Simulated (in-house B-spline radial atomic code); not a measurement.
How numerical settings move a run on Re, [Xe] 4f14 5d5 6s2. Computed with an all-electron radial atomic-structure program (B-spline basis): Dirac-Hartree-Fock, average of configuration, Fermi nucleus of rms radius 5.3698 fm.

Command:
```bash
python run_scf.py task.json out
```
Settings of the sound reference run:
```
Z                75
electrons        75
configuration    [Xe] 4f14 5d5 6s2
hamiltonian      dirac
method           hf
spin_polarised   False
nucleus          fermi
rms_radius       5.3698
mass_number      187
atomic_mass      186.9558
speed_of_light   137.036
knot_spacing     0.22
spline_order     8
gauss_points     12
box_radius       50
max_iterations   70
damping          0.5
damped_steps     3
diis_vectors     10
tolerance        1e-08
start            Thomas-Fermi
```

Cost of the run: 3.3 s on 1 thread of Arm Neoverse N1, on a shared host.

It converges in 11 iterations to -16707.583390 hartree, with 6s1/2 at -7.57238 eV. The other runs change the listed settings, some to values that make no sense; their results aren't properties of the atom or ion. Radii are in bohr (the nuclear one in fm), a minus after a letter asks for a j subshell, and «unchanged» means within 1e-8 hartree. The run stops when the residual is below 10 × tolerance × max(1, Z/10), or a noise floor if that is larger, and the energy moves by less than 1e-8 × √|E| hartree; so very loose and very tight tolerances often act alike.

```tsv
changed settings	outcome
max_iterations = 2	not converged after 2 iterations, last residual 1.9e-01, last energy +1.34e+00 hartree from the reference
damping = 0.8	converged in 11 iterations, energy unchanged, 6s1/2 level +2.0e-06 eV
max_iterations = 3	not converged after 3 iterations, last residual 4.3e-02, last energy +2.66e-02 hartree from the reference
spline_order = 4, max_iterations = 50, damped_steps = 30	converged in 23 iterations, energy +1.25e-02 hartree from the reference, 6s1/2 level +4.1e-04 eV
max_iterations = 8	not converged after 8 iterations, last residual 6.1e-05, last energy +2.09e-07 hartree from the reference
max_iterations = 60, diis_vectors = 4, tolerance = 1e-05	converged in 8 iterations, energy +2.06e-07 hartree from the reference, 6s1/2 level +1.1e-03 eV
damping = 0.95	converged in 12 iterations, energy unchanged, 6s1/2 level +4.1e-06 eV
spline_order = 4, gauss_points = 16, max_iterations = 75, damping = 0, diis_vectors = 1	not converged after 75 iterations, last residual 5.0e+00, last energy +3.15e+02 hartree from the reference
spin_polarised = True	stopped with error: spin polarisation is not served with the Dirac Hamiltonian
max_iterations = 60, damping = 0, damped_steps = 0, diis_vectors = 0, tolerance = 1e-13	not converged after 60 iterations, last residual 4.7e+00, last energy +9.99e+02 hartree from the reference
damping = 0	converged in 12 iterations, energy unchanged, 6s1/2 level +4.7e-06 eV
damping = 0.2	converged in 12 iterations, energy unchanged
```

What happens with box_radius = 7.5, max_iterations = 75, damped_steps = 0, diis_vectors = 20?

Converged in 10 iterations, energy +9.27e-03 hartree from the reference, 6s1/2 level +2.4e-01 eV (the program warns: 6s1/2 reaches the box edge; 5d3/2 reaches the box edge).

What happens with max_iterations = 5?

Not converged after 5 iterations, last residual 2.9e-03, last energy +2.11e-04 hartree from the reference.

What happens with electrons = 83, configuration = [Xe] 4f14 5d5 6s2 8s2 8p6, max_iterations = 60?

Converged in 39 iterations to -16706.5564 hartree, a different physical problem (warning: 6s1/2 has a positive eigenvalue: unbound, held by the box).

What happens with max_iterations = 12?

Converged in 11 iterations, energy unchanged.
